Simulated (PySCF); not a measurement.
SMILES COC[SiH2]c1cccs1 (C₆H₁₀OSSi), GFN2-xTB optimised geometry.

```
19

C     -3.22     0.55     0.25
O     -2.06    -0.12    -0.15
C     -1.73    -1.22     0.68
Si    -0.07    -1.86    -0.02
C      1.10    -0.40     0.00
C      2.46    -0.40     0.00
C      3.04     0.89     0.00
C      2.09     1.87     0.00
S      0.50     1.23    -0.01
H     -4.09    -0.11     0.22
H     -3.12     0.95     1.27
H     -3.37     1.38    -0.45
H     -1.64    -0.89     1.73
H     -2.52    -1.98     0.64
H      0.45    -2.93     0.84
H     -0.29    -2.34    -1.39
H      3.04    -1.31     0.00
H      4.09     1.08     0.00
H      2.24     2.93     0.00
```

Density from CAM-B3LYP/def2-SVP run with PySCF at that geometry.

Minimum of the electron density along straight lines between bonded atoms, close to the bond critical point (lines longer than 1.1 times the sum of covalent radii, or with two minima, are not listed):

```csv
bond,length / Å,ρ at the minimum / e bohr⁻³,∇²ρ there / e bohr⁻⁵,position (fraction from the first atom)
C1–O2,1.401,0.264,-0.44,0.34
O2–C3,1.414,0.256,-0.41,0.66
C3–Si4,1.907,0.113,0.32,0.62
Si4–C5,1.872,0.113,…,0.38
C5–C6,1.367,0.320,-0.80,0.51
C6–C7,1.409,0.300,-0.76,0.50
C7–C8,1.359,0.325,-0.83,0.49
C5–S9,1.736,0.210,-0.43,0.46
C8–S9,1.716,0.221,…,0.48
C1–H10,1.098,0.278,-1.04,0.63
C1–H11,1.098,0.278,-1.05,0.63
C1–H12,1.088,0.284,-1.12,0.64
C3–H13,1.099,0.274,-1.00,0.63
C3–H14,1.098,0.274,-1.00,0.63
Si4–H15,1.469,0.117,0.32,0.49
Si4–H16,1.466,0.118,0.33,0.49
C6–H17,1.076,0.284,-1.10,0.63
C7–H18,1.076,0.284,-1.10,0.64
C8–H19,1.072,0.286,-1.13,0.64
```

### Question
Fill in the missing entries.

### Answer

- Si4–C5, ∇²ρ there / e bohr⁻⁵: 0.36
- C8–S9, ∇²ρ there / e bohr⁻⁵: -0.52
